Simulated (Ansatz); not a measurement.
`C=C[SiH](O)[GeH2][OH]` + H–F → `[OH][GeH2][SiH](O)F` + `C=C`  (ligand exchange at the Si–C bond)

Isolated molecules relaxed with PBE0-D4/def2-TZVP in Ansatz; ΔE leaves out vibrations. CBS: MP2 limit from def2 TZ/QZ plus the TZ coupled-cluster correction, frozen cores. This one scheme is used for every species. DFT in def2-TZVPP. B3LYP here is the variant with VWN-RPA as its local correlation; programs differ in this. For Ge outer-core shells are correlated without core-valence functions, which leaves a few kJ/mol of doubt a bond. Scalar relativity is left out up to krypton. One conformer a species, not always the lowest.

`C=C[SiH](O)[GeH2][OH]`:

Cartesian coordinates in Å:
```
C -0.891 2.077 0.736
C -0.704 1.708 -0.528
Si -0.383 -0.036 -1.080
O 0.995 -0.180 -1.969
Ge 0.059 -1.511 0.754
O 1.820 -1.689 0.379
H -1.101 3.106 1.013
H -0.843 1.367 1.557
H -0.763 2.477 -1.298
H -1.525 -0.495 -1.915
H 1.720 -0.599 -1.488
H -0.074 -0.988 2.203
H -0.590 -2.912 0.708
H 2.282 -2.325 0.928
```

H–F:

```xyz
2

F     0.261   -0.197   -0.324
H    -0.261    0.197    0.324
```

`[OH][GeH2][SiH](O)F`:

Cartesian coordinates in Å:
```
O 0.827 -1.409 -1.466
Ge 0.727 0.352 -1.175
Si -0.519 0.587 0.852
O -0.725 -0.983 1.286
F -1.937 1.284 0.595
H 0.416 -1.892 -0.743
H 0.048 0.994 -2.396
H 2.163 0.898 -1.051
H 0.100 1.364 1.956
H -1.100 -1.195 2.143
```

`C=C`:

Cartesian coordinates in Å:
```
C -0.599 -0.015 -0.281
C 0.599 0.015 0.281
H -1.240 -0.887 -0.208
H -0.988 0.830 -0.838
H 1.240 0.887 0.208
H 0.988 -0.830 0.838
```

```csv
level,ΔE (kcal/mol),difference from CCSD(T)/CBS
r2SCAN-D4,-33.2,-1.6
PBE0-D4,-30.4,1.2
B3LYP-D4,-32.9,-1.3
ωB97X-V,-33.3,-1.7
B2PLYP,-34.5,-2.9
r2SCAN,-33.8,-2.2
B3LYP,-35.9,-4.3
SCS-MP2/def2-TZVPP,-33.0,-1.4
CCSD/def2-TZVPP,-33.0,-1.4
CCSD(T)/def2-TZVPP,-31.8,-0.2
HF/def2-QZVPP,-40.2,-8.6
MP2/def2-QZVPP,-31.1,0.5
SCS-MP2/def2-QZVPP,-33.1,-1.5
HF/CBS(def2),-40.3,-8.7
MP2/CBS(def2),-30.8,0.8
CCSD/CBS(def2),-32.8,-1.2
CCSD(T)/CBS,-31.6,0
```

Largest T1 diagnostic among the species: 0.012.

The D4 term adds +3.0 kcal/mol with B3LYP and +1.7 kcal/mol with PBE0; it sums over pairs of atoms, weighted by their polarisabilities, and B3LYP, whose exchange is more repulsive, gets the larger term. In def2-TZVPP, CCSD(T) changes the Hartree–Fock value by +7.8 kcal/mol (the triples alone add +1.2 kcal/mol) and MP2 by +8.6 kcal/mol.
